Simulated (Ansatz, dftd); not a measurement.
Reaction: CH5OSi (SMILES O[CH][SiH3], doublet) → CH5OSi (SMILES CO[SiH2], doublet)
Each species at its own B3LYP-D3(BJ)/def2-TZVP minimum (Ansatz, a program for electronic structure), one conformer.

Property: isomerisation energy (electronic), in kcal/mol. Open shells are spin-unrestricted; no spin-orbit coupling. Cores are frozen in correlated methods. Rows without X2C or -DK are non-relativistic. CBS(X,Y): correlation extrapolated as X^-3, Hartree-Fock from the larger set. A bracket is a step between two methods taken in the basis named. The functionals are non-relativistic, so their misses hold any scalar relativity. '+ core + X2C': CCSD(T) terms for core correlation (cc-pwCVTZ, 1s frozen past Ne) and scalar relativity (cc-pVTZ-DK).

Compared with CCSD(T)/CBS(cc-pV(T+d)Z,cc-pV(Q+d)Z) + [CCSDT(Q) - CCSD(T)]/cc-pV(D+d)Z + core + X2C (Ansatz): -24.3 kcal/mol.

Costs are rough ratios of core time, to one figure, on one kind of shared machine, summed over the single points of the molecules; atoms, geometries and frequencies are left out. The first row took roughly 9 core seconds; short runs hold start-up time.

| level | program | cost relative to the first row |
|---|---|---|
| PBE-D4/def2-TZVPD | Ansatz + dftd4 | 1 |
| wB97X-V/def2-TZVPD | Ansatz | 3 |
| wB97M-V/def2-TZVPD | Ansatz | 3 |
| CCSD(T)/cc-pV(T+d)Z | Ansatz | 20 |
| CCSDT(Q)/cc-pV(D+d)Z | Ansatz | 300 |

Task: Among the rows that cost no more than wB97M-V/def2-TZVPD, which comes nearest?

Result: PBE-D4/def2-TZVPD.
```json
[
 {"level": "PBE-D4/def2-TZVPD", "difference (kcal/mol)": "1.3"},
 {"level": "wB97X-V/def2-TZVPD", "difference (kcal/mol)": "1.7"},
 {"level": "wB97M-V/def2-TZVPD", "difference (kcal/mol)": "1.8"},
 {"level": "CCSD(T)/cc-pV(T+d)Z", "difference (kcal/mol)": "-0.4"},
 {"level": "CCSDT(Q)/cc-pV(D+d)Z", "difference (kcal/mol)": "3.1"}
]
```
